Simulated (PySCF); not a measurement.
# BaS at PBE0

Level: PBE0. PySCF, spin-free X2C with a Gaussian nucleus, basis sets Ba x2c-TZVPall, S x2c-TZVPall.

```
state                                           : ³Π (triplet), unpaired electrons σ ↑, π ↑, a second solution, started from another occupation
bond length                                     : 2.806 Å
harmonic wavenumber                             : 261 cm⁻¹
force constant                                  : 1.04 mdyn/Å
rotational constant Be                          : 0.08247 cm⁻¹
anharmonicity ωexe                              : 0.755 cm⁻¹
vibration–rotation constant αe                  : 0.000331 cm⁻¹
energy of the minimum from ground-state Ba + S  : -3.13 eV
bond order (Mayer)                              : 0.88
dipole moment (positive dipole means Ba(−)S(+)) : -4.93 D
```

These are scalar-relativistic numbers at best; spin–orbit coupling would shift them, the dissociation energy most.
